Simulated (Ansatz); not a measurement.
This geometry of BClFH + H2S (7 atoms, charge 0, multiplicity 1) is a first-order saddle point.

Level of theory: RKS B3LYP/def2-SVP in Ansatz 0.2.0.

```xyz
7
Properties=species:S:1:pos:R:3
B 0.149 0.337 0.062
F -0.097 -0.281 1.535
Cl 1.647 -0.354 -0.627
H -0.876 0.233 -0.551
S 0.310 2.157 0.843
H 1.653 2.133 1.026
H 0.017 0.814 1.824
```

(1) Which two structures does it join? (They come from a converged band through this point; their orientation in space is the band's.)

(2) How far does it lie above each of them?

Answers

(1) Bonds broken: B1–F2, S5–H7. Bonds formed: B1–S5, F2–H7. BClFH + H2S becomes BClH2S + FH.

Image 0:

```xyz
7
Properties=species:S:1:pos:R:3
B 0.014 -0.357 -0.126
F -0.160 -0.856 1.082
Cl 1.607 -0.506 -0.867
H -0.916 0.073 -0.748
S 0.367 2.530 1.202
H 1.698 2.290 1.203
H 0.192 1.865 2.366
```

Image 6:

```xyz
7
Properties=species:S:1:pos:R:3
B 0.280 0.630 -0.325
F -0.308 -0.430 2.312
Cl 1.683 -0.310 -0.789
H -0.816 0.296 -0.668
S 0.397 2.175 0.604
H 1.741 2.190 0.784
H -0.174 0.486 2.194
```

(2) 1.32 eV above the first and 0.46 eV above the second. This is the barrier of this one path; another mechanism may lie lower. The orbitals stay closed-shell, which can raise the energy where a bond breaks towards radicals; this wasn't checked here.

Time of the run: 6.1 min on 1 thread of Arm Neoverse V1, with other jobs on the host, peak memory 0.15 GiB.
